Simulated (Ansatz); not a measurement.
C2H8OSi2 can be A, `[SiH3][SiH]1COC1`, or B, `O/C=C/[SiH2][SiH3]`.

Gas-phase electronic energies from Ansatz, PBE0-D4/def2-TZVP geometries. CBS: MP2 limit from def2 TZ/QZ plus the TZ coupled-cluster correction, frozen cores. Functionals use def2-TZVPP. B3LYP here is the variant with VWN-RPA as its local correlation; programs differ in this. Each species was taken in one conformer, which may not be the lowest.

A:

Z-matrix (Å, degrees):
```
Si
Si 1 2.339
H 1 1.489 2 110.6
H 1 1.489 2 110.6 3 120.3
H 1 1.487 2 109.6 3 -119.9
C 2 1.901 1 116.2 3 78.2
C 2 1.901 1 116.2 3 161.5
H 2 1.492 1 110.5 3 -60.2
O 6 1.440 2 90.0 1 100.3
H 6 1.097 2 115.2 1 -146.0
H 6 1.092 2 119.8 1 -13.5
H 7 1.097 2 115.2 1 146.0
H 7 1.092 2 119.8 1 13.5
```

B:

Z-matrix (Å, degrees):
```
Si
Si 1 2.343
C 1 1.845 2 111.3
H 1 1.491 2 108.1 3 122.9
H 1 1.492 2 109.3 3 -119.7
H 2 1.489 1 111.3 3 -176.2
H 2 1.490 1 110.3 3 -56.2
H 2 1.489 1 110.4 3 63.3
C 3 1.332 1 121.8 2 -116.7
H 3 1.088 1 120.7 2 61.6
O 9 1.351 3 122.7 1 178.5
H 9 1.089 3 121.8 1 -1.6
H 11 0.960 9 109.9 3 179.4
```

Task: Which is lower in electronic energy at CCSD(T)/CBS, and by how much? (An estimate is asked.)

Result: Ansatz gave: B, by 69.1 kJ/mol.

Task: Give E(B) − E(A) in kJ/mol with MP2/def2-TZVPP, r2SCAN-D4, HF/def2-TZVPP, PBE-D4, PBE0-D4, B3LYP-D4, CCSD/def2-TZVPP. (An estimate is asked.)

Result: The calculation gave: MP2/def2-TZVPP -68.5, r2SCAN-D4 -70.0, HF/def2-TZVPP -87.8, PBE-D4 -63.2, PBE0-D4 -60.6, B3LYP-D4 -74.3, CCSD/def2-TZVPP -69.2. None reverses the order clearly.

Largest T1 diagnostic: 0.013.

In def2-TZVPP, CCSD(T) changes the Hartree–Fock value by +18.7 kJ/mol (the triples alone add +0.0 kJ/mol) and MP2 by +19.4 kJ/mol.
